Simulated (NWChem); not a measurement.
Molecule: 2,3,3,3-tetrafluoropropene (C3H2F4); SMILES C=C(F)C(F)(F)F

```xyz
9

C     -1.2579     1.5822     0.0008
C     -0.1147     0.9128     0.0003
F      1.0736     1.5019    -0.0014
C      0.0216    -0.5880     0.0000
F      0.6808    -1.0020    -1.0814
F      0.7034    -1.0001     1.0679
F     -1.1712    -1.1760     0.0128
H     -2.2040     1.0433     0.0024
H     -1.2557     2.6732    -0.0001
```
Atoms are numbered in this order, from 1.

Level: PBE0/def2-SVP (NWChem), optimised geometry, unscaled harmonic frequencies. 

**Question.** List the harmonic frequencies with IR intensities, and the thermochemistry.

**Answer.** 
```csv
frequency (cm⁻¹),IR intensity (km/mol)
65,0.9
234,1.3
235,0.2
368,0.5
427,1.5
509,1.3
586,10.0
628,19.6
696,1.2
759,0.2
818,2.1
918,50.8
962,20.3
1200,191.4
1247,316.1
1279,301.0
1386,20.1
1443,198.1
1797,54.8
3209,5.4
3325,3.4
```

```yaml
zero_point_energy: 31.6 kcal/mol
thermal correction to the enthalpy at 298.15 K (with zero-point energy): 36.1 kcal/mol
heat capacity Cv: 21.6 cal/(mol K)
entropy at 298.15 K and 1 atm (symmetry number 1): 79.9 cal/(mol K)
dipole_moment: 1.94 D
```

Rigid rotor and harmonic oscillator; modes under 100 cm⁻¹ make the entropy uncertain.
